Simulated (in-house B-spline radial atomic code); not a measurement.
## Ionising Cl6+ with different functionals

Computed with a radial B-spline atomic code at the basis-set limit: scalar-relativistic (spin-free X2C) Hamiltonian, Fermi nucleus of rms radius 3.3654 fm, spin-polarised at highest spin, spherical fractional occupations for the functionals, the average over the highest-spin determinants for Hartree-Fock. The ionisation energy is the difference of two self-consistent energies, [Ne] 3s1 → [He] 2s2 2p6, without Breit or QED terms; ε is the level of the shell that loses the electron (its least bound occupied spin orbital).

```csv
method,rung,ΔSCF (eV),-ε(3s) (eV)
Hartree-Fock,Hartree-Fock,113.71,113.75
HF fractional,Hartree-Fock,113.71,113.75
LDA VWN5,LDA,?,?
LDA PW92,LDA,114.89,107.38
LDA exchange-only,LDA,113.84,106.35
PBE,GGA,115.05,107.29
PBEsol,GGA,?,?
BLYP,GGA,115.45,107.45
RPBE,GGA,114.94,107.18
PW91,GGA,115.15,107.45
BP86,GGA,114.63,107.39
AM05,GGA,114.47,107.16
OLYP,GGA,114.99,107.21
TPSS,meta-GGA,114.54,107.27
r2SCAN,meta-GGA,114.08,107.63
revTPSS,meta-GGA,114.33,107.27
PBE0,global hybrid,114.79,109.05
B3LYP,global hybrid,115.35,108.98
TPSSh,global hybrid,114.48,107.97
BHandHLYP,global hybrid,115.06,110.90
r2SCAN0,global hybrid,114.14,109.31
B97-1,global hybrid,114.37,108.49
HSE06,range-separated hybrid,114.83,108.70
wB97X,range-separated hybrid,113.17,111.48
CAM-B3LYP,range-separated hybrid,115.35,110.87
LC-wPBE,range-separated hybrid,115.00,112.40
```

Question: What does PBEsol give?

Answer: ΔSCF 114.64 eV, and -ε(3s) = 107.19 eV.

Question: What does LDA VWN5 give?

Answer: ΔSCF 114.89 eV, and -ε(3s) = 107.38 eV.

Question: Among the functionals, which spreads more, the ΔSCF values or the orbital energies?

Answer: The orbital energies: ΔSCF values span about 2.28 eV and the orbital energies 6.05 eV.

Question: How do they compare with the NIST value?

Answer: NIST lists 114.201 eV (measured, ground level to ground level). Errors run from -1.03 to +1.25 eV; r2SCAN0 is closest (-0.06 eV), but part of that can be cancellation, since the calculations leave out Breit-QED terms. Hartree-Fock also lacks correlation.
